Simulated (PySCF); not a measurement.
SMILES c1c(C)sc(c1)-c1cc2sccc2s1, singlet (GFN2-xTB optimised geometry):

```
22

C      2.056    -4.751    -0.002
C      1.130    -3.589     0.000
C     -0.231    -3.589     0.000
C     -0.795    -2.300     0.000
C      0.143    -1.301     0.000
C     -0.064     0.110     0.000
C      0.884     1.101    -0.007
C      0.300     2.376    -0.004
S      0.903     3.996    -0.011
C     -0.716     4.615    -0.001
C     -1.670     3.650     0.008
C     -1.091     2.366     0.006
S     -1.701     0.749     0.012
S      1.754    -1.969    -0.001
H      2.668    -4.755    -0.903
H      1.488    -5.678     0.040
H      2.727    -4.710     0.855
H     -0.818    -4.491     0.000
H     -1.852    -2.104     0.000
H      1.941     0.908    -0.014
H     -0.856     5.678    -0.003
H     -2.727     3.841     0.015
```

Computed with PySCF 2.14.0 with PBE0/def2-SVP.

Q: What are the frontier orbital energies and the dipole moment?

A: HOMO-2 -7.33 eV, HOMO-1 -6.59 eV, HOMO -5.59 eV, LUMO -1.45 eV, LUMO+1 0.12 eV; dipole moment 0.99 D.

Meta-Löwdin charges at PBE0/def2-SVP: C1 -0.31, C2 -0.08, C3 -0.15, C4 -0.14, C5 -0.10, C6 -0.08, C7 -0.15, C8 -0.12, S9 0.23, C10 -0.23, C11 -0.14, C12 -0.12, S13 0.21, S14 0.21, H15 0.12, H16 0.12, H17 0.12, H18 0.12, H19 0.12, H20 0.12, H21 0.13, H22 0.13.
